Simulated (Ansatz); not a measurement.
Basis-set extrapolation for C2H9BSi, SMILES `CB[SiH2]C` (PBE0-D4/def2-TZVP geometry, frozen core, Ansatz). Multiplicity 1, RHF reference.

```
                      def2-TZVPP   def2-QZVPP
                 HF  -394.628447  -394.642510
    MP2 correlation    -0.585552    -0.623293
CCSD(T) correlation    -0.670800      not run
```

Energies in hartree. Use E(X) = E(∞) + A·exp(−7.88·√X) for Hartree–Fock and E(X) = E(∞) + B·X^(−2.97) for correlation, with X = 3 and 4, and add CCSD(T) minus MP2 of the smaller set to the MP2 limit.

Task: What is the CCSD(T) energy at the basis-set limit?

Result: HF limit: -394.642510 + (-0.014063) × 0.13774 = -394.64445. MP2 limit: -0.623293 + (-0.037741) × 0.74074 = -0.65125. Higher-order term: -0.670800 − (-0.585552) = -0.08525. Total: -395.38095 hartree, 214.5 kJ/mol below CCSD(T)/def2-TZVPP.
